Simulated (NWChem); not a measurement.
# ZnHSBr; SMILES [SH][Zn][Br]

```xyz
4

Zn     0.0156     0.5040     0.0000
Br     0.0046    -1.7336     0.0000
S      0.0423     2.6753     0.0000
H     -1.3087     2.7486     0.0000
```
Atoms are numbered in this order, from 1.

Program: NWChem. All runs use the structure optimised with PBE0/def2-SVP. Ions are spin-unrestricted doublets at the neutral geometry; other ion states weren't tried.

For level PBE0/def2-SVP:

| Quantity | Result |
|---|---|
| vertical ionisation energy, ΔSCF (eV) | 9.71 |
| −ε(HOMO) (eV) | 7.41 |

Problem. What are these values for level PBE/def2-SVP?

Solution. 
| Item | Value |
|---|---|
| vertical ionisation energy, ΔSCF (eV) | 9.32 |
| −ε(HOMO) (eV) | 6.12 |
